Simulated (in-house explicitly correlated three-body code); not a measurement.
Results of a calculation; reference values are marked as such.
# Two electrons around a charge Z: errors of exchange and correlation functionals on the exact density

The exact non-relativistic ground state comes from a variational code in 260 exponentially correlated functions, the Kohn-Sham parts from inverting its density (past Z = 6 the correlation energy is taken as exact minus Hartree-Fock, equal to within microhartrees), and self-consistent runs (Hartree-Fock is restricted) from a B-spline radial code. Z may be fractional; the second electron is bound down to Z = 0.911.

Each entry is functional minus exact.

```json
{"Z": "0.96", "M06-L x (mEh)": "-11.02", "M06-L c (mEh)": "+14.44", "OLYP x (mEh)": "-16.56", "OLYP c (mEh)": "+15.13", "PBEsol x (mEh)": "+4.82", "PBEsol c (mEh)": "+7.24"}
{"Z": "1.14", "M06-L x (mEh)": "-8.23", "M06-L c (mEh)": "+8.43", "OLYP x (mEh)": "-8.72", "OLYP c (mEh)": "+6.84", "PBEsol x (mEh)": "+18.83", "PBEsol c (mEh)": "-1.67"}
{"Z": "1.42", "M06-L x (mEh)": "-8.96", "M06-L c (mEh)": "+5.55", "OLYP x (mEh)": "-4.84", "OLYP c (mEh)": "+2.27", "PBEsol x (mEh)": "+32.63", "PBEsol c (mEh)": "-6.32"}
{"Z": "1.72", "M06-L x (mEh)": "?", "M06-L c (mEh)": "?", "OLYP x (mEh)": "?", "OLYP c (mEh)": "?", "PBEsol x (mEh)": "?", "PBEsol c (mEh)": "?"}
{"Z": "2.08", "M06-L x (mEh)": "-12.78", "M06-L c (mEh)": "+1.90", "OLYP x (mEh)": "-0.46", "OLYP c (mEh)": "-1.99", "PBEsol x (mEh)": "+60.56", "PBEsol c (mEh)": "-10.62"}
{"Z": "2.5", "M06-L x (mEh)": "-15.50", "M06-L c (mEh)": "+0.14", "OLYP x (mEh)": "+1.60", "OLYP c (mEh)": "-3.21", "PBEsol x (mEh)": "+77.62", "PBEsol c (mEh)": "-11.99"}
{"Z": "3.06", "M06-L x (mEh)": "-19.25", "M06-L c (mEh)": "-1.87", "OLYP x (mEh)": "+4.08", "OLYP c (mEh)": "-4.11", "PBEsol x (mEh)": "+100.1", "PBEsol c (mEh)": "-13.17"}
{"Z": "3.6", "M06-L x (mEh)": "-22.93", "M06-L c (mEh)": "-3.56", "OLYP x (mEh)": "+6.34", "OLYP c (mEh)": "-4.58", "PBEsol x (mEh)": "+121.7", "PBEsol c (mEh)": "-13.93"}
{"Z": "4.4", "M06-L x (mEh)": "-28.46", "M06-L c (mEh)": "-5.71", "OLYP x (mEh)": "+9.58", "OLYP c (mEh)": "-4.90", "PBEsol x (mEh)": "+153.6", "PBEsol c (mEh)": "-14.68"}
{"Z": "5.3", "M06-L x (mEh)": "-34.74", "M06-L c (mEh)": "-7.78", "OLYP x (mEh)": "+13.15", "OLYP c (mEh)": "-5.00", "PBEsol x (mEh)": "+189.4", "PBEsol c (mEh)": "-15.23"}
{"Z": "6.9", "M06-L x (mEh)": "?", "M06-L c (mEh)": "?", "OLYP x (mEh)": "?", "OLYP c (mEh)": "?", "PBEsol x (mEh)": "?", "PBEsol c (mEh)": "?"}
{"Z": "8", "M06-L x (mEh)": "-53.73", "M06-L c (mEh)": "-12.55", "OLYP x (mEh)": "+23.66", "OLYP c (mEh)": "-4.77", "PBEsol x (mEh)": "+296.5", "PBEsol c (mEh)": "-16.04"}
```

(1) What belongs in the row Z = 6.9?

(2) What belongs in the row Z = 1.72?

(3) How do the exchange errors scale with Z?

## Answers

(1) M06-L x (mEh): -45.98; M06-L c (mEh): -10.81; OLYP x (mEh): +19.40; OLYP c (mEh): -4.90; PBEsol x (mEh): +252.9; PBEsol c (mEh): -15.81.

(2) M06-L x (mEh): -10.58; M06-L c (mEh): +3.68; OLYP x (mEh): -2.53; OLYP c (mEh): -0.23; PBEsol x (mEh): +45.63; PBEsol c (mEh): -8.81.

(3) M06-L +3.15 % in the size of E_x at Z = 0.96 and +1.12 % at 8; OLYP +4.74 % in the size of E_x at Z = 0.96 and -0.50 % at 8; PBEsol -1.38 % in the size of E_x at Z = 0.96 and -6.21 % at 8. Exchange scales linearly under uniform scaling of the density, so its relative error changes only with the density's shape.
